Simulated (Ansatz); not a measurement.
C$_{5}$H$_{8}$Cl$_{2}$Si$_{2}$, SMILES `C=C[Si@H](Cl)C#C[Si@H](C)Cl`, relaxed with RKS PBE-D4/def2-SVP in Ansatz 0.2.0 from a rough embedded geometry. The force threshold is 0.03 eV/Å; the program also tests the step.

The species carries charge 0 and has multiplicity 1.

Start:

```xyz
17

C     1.294    1.684   -3.722
C     0.587    1.360   -2.638
Si   -0.155   -0.264   -2.168
Cl   -2.190    0.106   -2.668
C    -0.015   -0.589   -0.350
C     0.059   -0.825    0.825
Si    0.202   -1.125    2.666
C    -1.261   -0.511    3.599
Cl    1.863   -0.206    3.372
H     1.685    2.613   -3.902
H     1.497    0.856   -4.481
H     0.380    2.163   -1.921
H     0.349   -1.407   -3.018
H     0.415   -2.626    2.932
H    -1.378    0.550    3.504
H    -2.193   -1.050    3.295
H    -1.138   -0.726    4.677
```

**Question.** By how much does the energy fall, and how many steps does the optimiser take? (An estimate is asked.)

**Answer.** Computed: 44.81 kJ/mol, in 9 steps, 1 of them rejected.

**Question.** Which bonds change most? (An estimate is asked.)

**Answer.** Computed: C1–H10 from 1.024 to 1.104 Å; Si7–Cl9 from 2.026 to 2.088 Å; Si7–H14 from 1.539 to 1.499 Å; Si3–Cl4 from 2.128 to 2.089 Å.

**Question.** Give the relaxed structure. (Best estimate.)

**Answer.** Ansatz gave: 
```xyz
17

C     1.399    1.543   -3.600
C     0.502    1.446   -2.598
Si   -0.328   -0.164   -2.162
Cl   -2.385   -0.027   -2.503
C    -0.096   -0.544   -0.379
C     0.076   -0.781    0.823
Si    0.266   -1.133    2.619
C    -1.252   -0.558    3.551
Cl    1.947   -0.104    3.312
H     1.891    2.498   -3.855
H     1.688    0.670   -4.212
H     0.245    2.348   -2.012
H     0.216   -1.277   -3.005
H     0.527   -2.598    2.797
H    -1.410    0.528    3.398
H    -2.149   -1.099    3.187
H    -1.137   -0.749    4.637
```
